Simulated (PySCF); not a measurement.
**First hyperpolarisability: SMILES C(=C=C=CC)=C(C)C(F)(F)F, C8H7F3**

Geometry:
```csv
atom,x (Å),y (Å),z (Å)
C1,-4.179,-0.084,-0.261
C2,-3.121,-0.034,0.795
C3,-1.822,-0.024,0.574
C4,-0.558,-0.015,0.356
C5,0.704,0.003,0.144
C6,2.008,-0.009,-0.067
C7,2.845,-1.250,-0.148
C8,2.746,1.293,-0.242
F9,3.678,1.441,0.711
F10,1.947,2.352,-0.196
F11,3.392,1.317,-1.416
H12,-4.822,-0.969,-0.123
H13,-4.835,0.800,-0.190
H14,-3.746,-0.118,-1.269
H15,-3.455,0.001,1.841
H16,3.338,-1.317,-1.131
H17,3.638,-1.227,0.616
H18,2.232,-2.146,0.003
```

Method: quadratic response CAM-B3LYP/aug-cc-pVDZ first hyperpolarisability, Taylor convention, gas phase in PySCF. Geometry: PBE0-D3(BJ)/def2-SVP.

(1) Give β for the processes computed.

(2) Which lowest excitations, dipole and polarisabilities go with it?

Answers

(1) In au, Taylor convention; the vector part is βᵢ = ⅓ Σⱼ (βᵢⱼⱼ + βⱼᵢⱼ + βⱼⱼᵢ); β∥ is 3/5 of the vector part along the dipole, the dipole points from − to +:
| process | λ (nm) | β vector norm | β∥ | β HRS | depolarisation ratio |
| --- | --- | --- | --- | --- | --- |
| static β(0;0,0) | ∞ | 402.1 | -215.4 | 153.2 | 7.03 |
| second harmonic β(−2ω;ω,ω) | 1907 | 428.7 | -228.8 | 163.7 | 6.89 |
| Pockels β(−ω;ω,0) | 1907 | 410.7 | -219.7 | – | – |
| second harmonic β(−2ω;ω,ω) | 1064 | 500.0 | -264.2 | 191.9 | 6.56 |
| Pockels β(−ω;ω,0) | 1064 | 430.7 | -229.7 | – | – |

(2) S1 3.72 eV (f = 0.000); S2 3.98 eV (f = 0.000); S3 4.86 eV (f = 0.008); dipole 3.50 D; isotropic α 129.5 au static, 130.4 au at 1907 nm, 132.3 au at 1064 nm, 133.0 au at 953.5 nm, 141.8 au at 532 nm.
